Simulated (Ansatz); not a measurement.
The first iterations of a band of C2H4BN (8 atoms, charge 0, multiplicity 1).

Method: Ansatz, RKS PBE-D4/def2-SVP.

| Item | Value |
| --- | --- |
| movable images | 4 |
| climbing image | no |
| spring | 5.0 eV/Å² |
| optimiser | quadratic models (default) |
| start path | through a guess of the saddle point |
| force threshold | 0.03 eV/Å |
| iteration limit | 60 |
| end points | relaxed |

First end point:

```xyz
8
Properties=species:S:1:pos:R:3
C 0.261 1.140 -0.185
C -0.104 -0.268 0.081
N -1.049 -0.817 0.830
B -0.184 -1.726 0.117
H 0.205 1.341 -1.275
H -0.399 1.845 0.361
H 1.318 1.314 0.104
H 0.044 -2.887 -0.090
```

Last end point:

```xyz
8
Properties=species:S:1:pos:R:3
C 0.255 1.151 -0.109
C -0.098 -0.283 -0.035
N -0.959 -1.025 -0.717
B -0.195 -1.701 0.304
H -0.340 1.681 -0.880
H 0.100 1.627 0.880
H 1.337 1.256 -0.333
H -0.009 -2.762 0.835
```

| iteration | highest image above the first end (eV) | largest band force component (eV/Å) |
| --- | --- | --- |
| 1 | 0.583 | 7.017 |
| 2 | 0.155 | 2.650 |

Task: Does the band converge within its limit, and where does its top end?

Result: The run converged. It ended after 5 iterations with the highest image 0.019 eV above the first end. No image climbed, so the highest image needn't sit at the top of the path.

Time of the run: 67 s on 1 thread of Arm Neoverse N1, with other jobs on the host, peak memory 0.13 GiB.
